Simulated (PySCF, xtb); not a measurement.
C₄H₉NSi, SMILES N[SiH2]C1=CCC1.

GFN2-xTB run with xtb 6.7.1 at its own geometry gives an orbital gap of 4.36 eV and a dipole moment of 1.01 D.

The structure is a stationary point at TPSSh-D3(BJ)/def2-SVP. The structure was generated by enumeration, and PubChem lists no compound with its InChIKey, so it may never have been made. The values are those of a single conformer.

Q: What does PBE/def2-TZVP in PySCF give? (The exact figures need the calculation; the answer reports its results.)

A: gap 4.69 eV (levels -5.86 and -1.17 eV), dipole 1.00 D.
